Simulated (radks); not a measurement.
The numbers below are computed, except where a source is named.
Valence configurations of neutral tin (all share [Kr]). Code: a radial shooting solver on a logarithmic mesh with Libxc functionals. Model: scalar-relativistic Kohn-Sham, PBE, spin-polarised, spherical densities, finite nucleus; open shells are filled with parallel spins first (spin-orbit coupling, left out, can overturn this in heavy ions); Fermi nuclear charge, rms radius 4.6519 fm. Energies are relative to 4d10 5s2 5p2; eigenvalues in eV for spin up.

valence           E (eV)  moment (Bohr magnetons)    e(4d)   e(5p)    e(5s)
4d10 5s2 5p2       0.000                        2  -25.755  -4.157  -10.970
4d10 5s1.5 5p2.5   2.680                        3  -26.413  -4.609  -11.585
4d10 5s1 5p3       5.113                        4  -27.013  -5.003  -12.140
4d9.5 5s2 5p2.5   11.192                        3  -28.789  -4.808  -12.074
4d10 5p4          14.194                        2  -28.663  -5.373        -
4d9 5s2 5p3       23.333                        4  -31.812  -5.436  -13.134
4d8.5 5s2 5p3.5   37.433                        4  -34.980  -5.939  -14.067
4d8 5s2 5p4       52.502                        4  -38.119  -6.406  -14.950
4d8 5s1.5 5p4.5   56.678                        4  -38.808  -6.693  -15.373

NIST lists [Kr] 4d10 5s2 5p2 as the ground configuration; this level of theory agrees among the configurations tried. The energies are those of spherical high-spin densities, not of single terms.
